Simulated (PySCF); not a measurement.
## How methods differ on the excitation energy of As⁺

As⁺ [Ar] 3d10 4s2 4p2 (3P) → As⁺ [Ar] 3d10 4s1 4p2 5s1 (5P), as a difference of total energies. All numbers are calculated (PySCF 2.14, scalar relativity through the core potential, in aug-cc-pVTZ-PP with ECP10MDF (6s5p4d2f, 55 functions)). Correlated levels: valence: 3s2 3p6 3d10 frozen. The calculations carry no spin-orbit coupling.

| method | excitation energy (eV) |
| --- | --- |
| UHF | 15.801 |
| LDA | 18.135 |
| PBE | 17.798 |
| PBE0 | 17.577 |
| r2SCAN | 17.609 |
| B3LYP | 18.104 |
| HSE06 | 17.617 |
| BLYP | 18.267 |
| MP2 (valence) | 16.839 |
| SCS-MP2 (valence) | 17.216 |

**Question.** How much does correlation contribute at MP2 (valence)?

**Answer.** 16.839 − (15.801) = 1.038 eV, measured against UHF.

The promoted electron is Rydberg-like, and one or two diffuse shells describe it only roughly, which tends to raise the upper state.
